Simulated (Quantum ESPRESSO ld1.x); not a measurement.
Q: Xe51+, 3 electrons, occupied as [He] 2s1. All-electron calculation, scalar-relativistic Kohn-Sham, LDA (Slater exchange, VWN5 correlation), spin-polarised, spherical densities, point nucleus; open shells are filled with parallel spins first. Program: ld1.x of Quantum ESPRESSO 7.5. Some entries of the table are withheld. Estimate them.

| orbital | occ. | eigenvalue (eV) | <1/r> (bohr^-1) | <r^2> (bohr^2) |
|---|---|---|---|---|
| 1s up | 1 | -39666.0 | (1) | 0.0009538 |
| 1s down | 1 | -39647.8 | (2) | 0.0009532 |
| 2s up | 1 | -9729.69 | 14.28 | 0.01362 |
| 2s down | 0 | -9650.94 | 14.27 | 0.01366 |
| 2p up | 0 | -9346.25 | 13.58 | (3) |
| 2p down | 0 | -9276.04 | 13.60 | (4) |
| 3s up | 0 | -4212.15 | 6.182 | 0.06964 |
| 3s down | 0 | -4188.67 | 6.147 | 0.07029 |

A: 
(1) 1s up <1/r> (bohr^-1): 58.28
(2) 1s down <1/r> (bohr^-1): 58.28
(3) 2p up <r^2> (bohr^2): 0.01040
(4) 2p down <r^2> (bohr^2): 0.01040
